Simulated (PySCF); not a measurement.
Electronic structure of Ar⁺ (argon, charge +1) at the UHF level

Configuration: [Ne] 3s2 3p5, 2P determinant. All numbers are calculated (PySCF 2.14, the non-relativistic Hamiltonian (point nucleus), in def2-TZVP).

```
Total energy                                                  : -526.267211 hartree
One-electron energy                                           : -719.4175 hartree
Hartree (Coulomb) energy                                      : 223.0048 hartree
Exchange energy                                               : -29.8545 hartree
Kinetic energy                                                : 526.24427 hartree
⟨S²⟩                                                          : 0.7589
⟨L²⟩                                                          : 2.031
Sum of ⟨r⟩                                                    : 13.82 bohr
Sum of ⟨r²⟩                                                   : 20.29 bohr²
Traceless quadrupole moment −½Σ⟨3z² − r²⟩ along its main axis : 1.16 e·bohr²
Density at the nucleus (Gaussians lack the cusp)              : 3700 bohr⁻³
Spin density at the nucleus                                   : 0.238 bohr⁻³
Langevin diamagnetic susceptibility                           : -16.1 ×10⁻⁶ cm³/mol
Time after the integrals                                      : 0.11 s of wall time on 1 thread of Neoverse-V1 (shared host)
```

| shell | electrons | mean orbital energy (eV) | spread (eV) | rms radius, mean of both spins (bohr) |
| --- | --- | --- | --- | --- |
| 1s α | 1 | -3242.0 | 0 | 0.0998 |
| 1s β | 1 | -3241.5 | 0 | 0.0998 |
| 2s α | 1 | -349.49 | 0 | 0.448 |
| 2s β | 1 | -349.11 | 0 | 0.448 |
| 2p α | 3 | -274.76 | 0.836 | 0.417 |
| 2p β | 3 | -274.05 | 0.682 | 0.417 |
| 3s α | 1 | -48.568 | 0 | 1.49 |
| 3s β | 1 | -44.755 | 0 | 1.49 |
| 3p α | 3 | -29.160 | 2.467 | 1.70 |
| 3p β | 2 | -27.638 | 0 | 1.70 |
